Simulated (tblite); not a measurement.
C₄H₅F₂O₃ (doublet state).
Bonds: F1–C2, C2–F3, C2–O4, O4–C5, C5–O6, O6–C7, C7–C8, C8–O9, C5–O9. Hydrogens: H10 on C2; H11, H12 on C7; H13, H14 on C8.

The geometry is computed with GFN2-xTB (gas phase). This method treats the open shell by occupation alone, without spin polarisation.

Question: List the bond lengths, angles and torsions at this level.

Answer: 
```csv
bond,length (Å),order
F1–C2,1.356,single
C2–F3,1.341,single
C2–O4,1.350,single
O4–C5,1.405,single
C5–O6,1.348,single
"O6–C7, C8–O9",1.428,single
C7–C8,1.537,single
C5–O9,1.368,single
C2–H10,1.104,single
C7–H11 and 3 like bonds,1.093,single
```

Bonds in one row agree within 0.01 Å and their mean is given. Orders are formal, as drawn. A selection of angles:
```csv
angle,degrees
F1–C2–F3,105.7
F1–C2–O4,110.7
F1–C2–H10,107.5
F3–C2–O4,109.1
F3–C2–H10,109.2
O4–C2–H10,114.3
C2–O4–C5,116.1
O4–C5–O6,113.8
O4–C5–O9,115.4
O6–C5–O9,112.1
C5–O6–C7,108.1
O6–C7–C8,103.4
O6–C7–H11,108.3
O6–C7–H12,109.1
C8–C7–H11,113.7
C8–C7–H12,112.0
H11–C7–H12,110.1
```

Torsions: F1–C2–O4–C5 100° (anticlinal); C2–O4–C5–O6 -170° (antiperiplanar); O4–C5–O6–C7 118° (anticlinal); C5–O6–C7–C8 20° (synperiplanar); O6–C7–C8–O9 -17° (synperiplanar); C7–C8–O9–C5 9° (synperiplanar); O4–C5–O9–C8 -129° (anticlinal). The mirror-image conformer, all signs reversed, is as good.

C5 (carbon bonded to 3 O) is pyramidal (angles 115.4°, 113.8° and 112.1°, sum 341.3°, 0.35 Å off the plane of its three neighbours). Of the pairs four or more bonds apart, O9···H10 is among the closest relative to their van der Waals radii: 2.49 Å, 92 % of the sum of Bondi's values. The C–O distances run from 1.348 Å (C5–O6, drawn single) to 1.429 Å (O6–C7, drawn single), a spread of 0.081 Å. The 5-membered ring C5–O6–C7–C8–O9 has internal angles of 103.4° to 112.1° (sum 536°, against 540° for a flat polygon); it is puckered, 0.08 Å rms from its mean plane, widest ring torsion 20°.

Point group: C1 (no symmetry element, even within 0.4 Å). Its GFN2-xTB frequencies are all real (lowest 24 cm⁻¹). 3 starts were optimised and ended at 0.00, 0.02 and 0.14 kcal/mol (GFN2-xTB); the lowest of these is shown.
